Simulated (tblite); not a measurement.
Record of a relaxation.

C4H10O2SSi2.
Numbering: `[O:1]=[C:2]1[CH2:3][C@H:4]([S:5][SiH3:6])[O:7][CH2:8][SiH2:9]1` (hydrogens: H10, H11 on C3; H12 on C4; H13, H14, H15 on Si6; H16, H17 on C8; H18, H19 on Si9)

Computed with GFN2-xTB (tblite), gas phase: L-BFGS steps from a force-field or distance-geometry start until the largest atomic force falls under 0.01 eV/Å. 9 of its 147 geometries are shown.

Step 0: E = -775.2098 eV, largest atomic force 1.599 eV/Å
```
atom  x, y, z in Å  |  force x, y, z in eV/Å
O1     -2.139   -0.315   -2.660    0.520  -0.195  -0.287
C2     -1.650   -0.422   -1.560   -0.268  -0.186   0.199
C3     -0.320   -1.114   -1.254   -0.546   0.327  -0.975
C4      0.550   -0.272   -0.319   -0.883  -0.697   1.136
S5      2.186   -1.071   -0.212   -0.036  -0.157  -0.097
Si6     3.325    0.333    0.922    0.389   0.631   0.689
O7     -0.026   -0.228    0.999    0.069   0.254  -0.683
C8     -1.159    0.653    1.097    0.355  -0.087   0.363
Si9    -2.602    0.250   -0.062   -0.919   0.097   0.415
H10    -0.565   -2.096   -0.826    0.234   0.286   0.108
H11     0.170   -1.261   -2.223    0.245  -0.124   0.188
H12     0.672    0.736   -0.698    0.081   0.368  -0.190
H13     4.760   -0.036    0.864   -0.611  -0.042  -0.129
H14     3.134    1.678    0.327   -0.031  -0.391   0.091
H15     2.869    0.344    2.337    0.074  -0.042  -0.523
H16    -0.821    1.672    0.921    0.189   0.323   0.019
H17    -1.518    0.615    2.131    0.414  -0.136  -0.050
H18    -3.490   -0.788    0.548    0.359   0.290  -0.295
H19    -3.386    1.495   -0.341    0.365  -0.519   0.021
```

Step 18: E = -775.4489 eV, largest atomic force 0.076 eV/Å
```
atom  x, y, z in Å  |  force x, y, z in eV/Å
O1     -2.090   -0.312   -2.700    0.013   0.007  -0.021
C2     -1.659   -0.432   -1.577   -0.030   0.039   0.031
C3     -0.337   -1.095   -1.285   -0.038  -0.036   0.003
C4      0.501   -0.268   -0.307   -0.003  -0.016  -0.062
S5      2.139   -1.066   -0.201    0.048  -0.006   0.006
Si6     3.246    0.362    0.956   -0.004  -0.005  -0.014
O7     -0.023   -0.215    0.984   -0.003   0.057  -0.029
C8     -1.110    0.693    1.135   -0.057   0.006  -0.050
Si9    -2.575    0.242   -0.026    0.008  -0.001  -0.004
H10    -0.533   -2.061   -0.815   -0.021  -0.041   0.028
H11     0.224   -1.269   -2.205    0.012   0.033  -0.011
H12     0.645    0.749   -0.711    0.023  -0.008   0.031
H13     4.600   -0.134    0.785    0.008   0.020   0.037
H14     3.050    1.667    0.328   -0.033  -0.012   0.007
H15     2.792    0.367    2.339   -0.038  -0.009  -0.011
H16    -0.759    1.719    0.947    0.034  -0.042   0.038
H17    -1.384    0.623    2.189    0.037   0.027  -0.032
H18    -3.395   -0.831    0.535    0.039  -0.009   0.029
H19    -3.341    1.436   -0.378    0.006  -0.007   0.024
```

Step 36: E = -775.4828 eV, largest atomic force 0.092 eV/Å
```
atom  x, y, z in Å  |  force x, y, z in eV/Å
O1     -2.058   -0.151   -2.697    0.052  -0.014   0.008
C2     -1.646   -0.379   -1.584   -0.038   0.013   0.063
C3     -0.362   -1.130   -1.321   -0.002   0.010   0.004
C4      0.536   -0.313   -0.389    0.021   0.019  -0.001
S5      2.159   -1.132   -0.260    0.061  -0.045  -0.053
Si6     3.073    0.344    1.002   -0.018  -0.013  -0.007
O7      0.061   -0.195    0.918   -0.002   0.032   0.027
C8     -0.986    0.754    1.089   -0.034   0.019  -0.021
Si9    -2.497    0.242    0.024   -0.038  -0.002   0.052
H10    -0.592   -2.076   -0.826   -0.007   0.010   0.004
H11     0.171   -1.334   -2.250    0.006  -0.012  -0.033
H12     0.710    0.685   -0.822   -0.025   0.019  -0.051
H13     4.479   -0.005    0.985    0.022  -0.036  -0.001
H14     2.817    1.615    0.331   -0.005   0.062   0.025
H15     2.466    0.295    2.320   -0.007   0.002   0.065
H16    -0.617    1.764    0.860    0.037  -0.027  -0.044
H17    -1.216    0.725    2.155    0.039   0.011  -0.019
H18    -3.117   -0.899    0.693   -0.069  -0.058  -0.015
H19    -3.391    1.363   -0.236    0.007   0.009  -0.003
```

Step 55: E = -775.5122 eV, largest atomic force 0.106 eV/Å
```
atom  x, y, z in Å  |  force x, y, z in eV/Å
O1     -2.013   -0.005   -2.632   -0.004  -0.025  -0.013
C2     -1.651   -0.373   -1.539   -0.008  -0.034  -0.024
C3     -0.382   -1.171   -1.335    0.037   0.027   0.060
C4      0.576   -0.310   -0.504    0.025   0.055   0.061
S5      2.215   -1.093   -0.372    0.004   0.043  -0.023
Si6     2.949    0.320    1.082   -0.055  -0.052   0.001
O7      0.172   -0.118    0.821   -0.057   0.044  -0.022
C8     -0.898    0.802    0.998   -0.035   0.018  -0.012
Si9    -2.483    0.178    0.103    0.037   0.022   0.072
H10    -0.582   -2.086   -0.774   -0.044   0.000  -0.007
H11     0.085   -1.424   -2.290   -0.014   0.045   0.060
H12     0.714    0.667   -0.992    0.018   0.003  -0.104
H13     4.367    0.010    1.123    0.029   0.019  -0.031
H14     2.667    1.641    0.523    0.013  -0.022   0.005
H15     2.305    0.143    2.371    0.005  -0.055   0.033
H16    -0.604    1.792    0.617    0.055  -0.051   0.041
H17    -1.011    0.882    2.080   -0.028   0.011  -0.051
H18    -3.039   -0.985    0.797    0.024   0.041  -0.022
H19    -3.396    1.304   -0.084   -0.001  -0.090  -0.023
```

Step 73: E = -775.5595 eV, largest atomic force 0.066 eV/Å
```
atom  x, y, z in Å  |  force x, y, z in eV/Å
O1     -2.049   -0.058   -2.606   -0.042  -0.023  -0.024
C2     -1.670   -0.409   -1.513    0.019  -0.042   0.002
C3     -0.383   -1.169   -1.307    0.034  -0.001  -0.008
C4      0.598   -0.218   -0.609    0.012   0.000  -0.017
S5      2.247   -0.982   -0.508    0.004   0.031  -0.014
Si6     2.868    0.213    1.175   -0.003  -0.024   0.020
O7      0.257    0.076    0.715   -0.037  -0.052  -0.018
C8     -0.857    0.944    0.890   -0.015  -0.013   0.005
Si9    -2.449    0.156    0.145    0.000   0.008   0.044
H10    -0.531   -2.039   -0.665   -0.044   0.020   0.032
H11     0.043   -1.493   -2.258    0.033   0.042  -0.025
H12     0.695    0.708   -1.200    0.000  -0.008   0.010
H13     4.310    0.014    1.150    0.014   0.007  -0.007
H14     2.527    1.597    0.867    0.007  -0.001   0.012
H15     2.285   -0.296    2.404   -0.034   0.004  -0.012
H16    -0.636    1.923    0.445    0.020   0.018  -0.042
H17    -0.924    1.081    1.968   -0.017   0.025   0.030
H18    -2.828   -1.008    0.943    0.010  -0.009   0.004
H19    -3.513    1.134   -0.044    0.038   0.019   0.010
```

Step 91: E = -775.5737 eV, largest atomic force 0.067 eV/Å
```
atom  x, y, z in Å  |  force x, y, z in eV/Å
O1     -2.170   -0.242   -2.589   -0.011  -0.015   0.035
C2     -1.699   -0.467   -1.499   -0.017   0.018  -0.043
C3     -0.364   -1.149   -1.314    0.023   0.016  -0.002
C4      0.593   -0.165   -0.632    0.037  -0.017  -0.010
S5      2.273   -0.864   -0.592    0.025   0.015   0.022
Si6     2.848    0.163    1.216    0.011  -0.023   0.026
O7      0.259    0.110    0.698   -0.002  -0.018  -0.034
C8     -0.840    1.002    0.845   -0.007  -0.020  -0.017
Si9    -2.427    0.157    0.165   -0.029  -0.008   0.037
H10    -0.481   -2.017   -0.661    0.036  -0.002  -0.015
H11     0.062   -1.460   -2.269   -0.013   0.002  -0.005
H12     0.645    0.772   -1.211   -0.021  -0.031  -0.027
H13     4.293   -0.018    1.186   -0.014  -0.009   0.013
H14     2.514    1.574    1.072   -0.009  -0.007  -0.010
H15     2.240   -0.494    2.362   -0.006   0.023  -0.017
H16    -0.614    1.939    0.318   -0.017   0.041   0.050
H17    -0.892    1.216    1.913    0.011   0.012  -0.005
H18    -2.744   -1.002    1.001   -0.006   0.035   0.006
H19    -3.507    1.118   -0.014    0.010  -0.010  -0.004
```

Step 110: E = -775.5859 eV, largest atomic force 0.065 eV/Å
```
atom  x, y, z in Å  |  force x, y, z in eV/Å
O1     -2.348   -0.539   -2.485    0.045  -0.015   0.045
C2     -1.729   -0.569   -1.447   -0.019   0.026  -0.034
C3     -0.322   -1.115   -1.357   -0.018  -0.017  -0.007
C4      0.609   -0.092   -0.701   -0.017   0.000   0.001
S5      2.318   -0.726   -0.670    0.002   0.007   0.007
Si6     2.796    0.105    1.264   -0.005   0.003   0.019
O7      0.288    0.178    0.633    0.011   0.008   0.006
C8     -0.812    1.067    0.812    0.016   0.008   0.005
Si9    -2.395    0.169    0.201    0.002  -0.005   0.015
H10    -0.331   -2.013   -0.735   -0.001   0.008   0.007
H11     0.061   -1.370   -2.346    0.001  -0.009  -0.010
H12     0.612    0.836   -1.293    0.013   0.013   0.004
H13     4.233   -0.130    1.304    0.009  -0.010  -0.004
H14     2.519    1.534    1.241   -0.001   0.013  -0.017
H15     2.114   -0.628    2.317   -0.014  -0.011  -0.019
H16    -0.609    2.008    0.282   -0.024  -0.022   0.015
H17    -0.827    1.284    1.880   -0.005  -0.004  -0.027
H18    -2.695   -0.921    1.130    0.002   0.011  -0.011
H19    -3.494    1.097   -0.039    0.004  -0.002   0.005
```

Step 128: E = -775.5869 eV, largest atomic force 0.018 eV/Å
```
atom  x, y, z in Å  |  force x, y, z in eV/Å
O1     -2.342   -0.546   -2.481    0.004   0.001   0.005
C2     -1.726   -0.570   -1.442   -0.001   0.003  -0.015
C3     -0.317   -1.112   -1.351   -0.006  -0.007   0.001
C4      0.614   -0.080   -0.711   -0.010  -0.003   0.002
S5      2.324   -0.711   -0.683    0.008   0.013   0.005
Si6     2.785    0.100    1.264   -0.004  -0.004   0.008
O7      0.299    0.198    0.624   -0.004   0.003  -0.005
C8     -0.810    1.072    0.806    0.001   0.007   0.006
Si9    -2.391    0.164    0.207   -0.002  -0.005  -0.006
H10    -0.322   -2.000   -0.714    0.001  -0.005   0.003
H11     0.063   -1.383   -2.337   -0.005   0.001   0.001
H12     0.613    0.845   -1.309   -0.001   0.003   0.000
H13     4.219   -0.151    1.320    0.017  -0.004  -0.002
H14     2.522    1.532    1.246    0.006  -0.002  -0.001
H15     2.085   -0.650    2.294   -0.006   0.005  -0.002
H16    -0.627    2.015    0.275    0.001  -0.005   0.002
H17    -0.824    1.291    1.874    0.005   0.000  -0.001
H18    -2.683   -0.929    1.134    0.002   0.002   0.001
H19    -3.493    1.090   -0.023   -0.005  -0.003   0.000
```

Step 146: E = -775.5875 eV, largest atomic force 0.007 eV/Å
```
atom  x, y, z in Å  |  force x, y, z in eV/Å
O1     -2.343   -0.583   -2.470   -0.003   0.003  -0.004
C2     -1.723   -0.588   -1.433    0.003  -0.001   0.004
C3     -0.308   -1.112   -1.339    0.001  -0.001   0.001
C4      0.611   -0.051   -0.727   -0.003   0.001   0.003
S5      2.335   -0.643   -0.715    0.000   0.002   0.001
Si6     2.784    0.078    1.270   -0.005  -0.002  -0.002
O7      0.306    0.239    0.606    0.000   0.000   0.002
C8     -0.817    1.096    0.792    0.001   0.000   0.001
Si9    -2.388    0.158    0.211   -0.002  -0.004   0.002
H10    -0.296   -1.986   -0.683    0.003   0.000   0.000
H11     0.069   -1.397   -2.323    0.000   0.001  -0.001
H12     0.582    0.865   -1.339    0.002   0.001  -0.002
H13     4.211   -0.207    1.329    0.007  -0.001   0.001
H14     2.550    1.514    1.312   -0.001  -0.002  -0.003
H15     2.055   -0.700    2.257    0.000   0.000   0.001
H16    -0.652    2.039    0.254   -0.001  -0.002  -0.002
H17    -0.824    1.320    1.859   -0.002   0.003  -0.001
H18    -2.654   -0.930    1.152    0.000   0.002   0.001
H19    -3.507    1.062   -0.019   -0.001   0.001  -0.001
```

Question: Summarise the path.

Answer: The energy falls by 0.3777 eV from step 0 to step 146; nine tenths of that is first reached at step 69. It falls at every step. The largest force goes from 1.599 to 0.007 eV/Å. Among the bonds C4–O7 changes most (a near tie, within 0.001 Å, with another), from 1.439 to 1.398 Å; the atoms move by 0.712 Å rms after alignment.

What follows is the cost of the whole relaxation. The run took 2.6 s of wall time on one thread, Arm Neoverse N1 (aarch64), shared host with 64 logical CPUs at a one-minute load of 59.
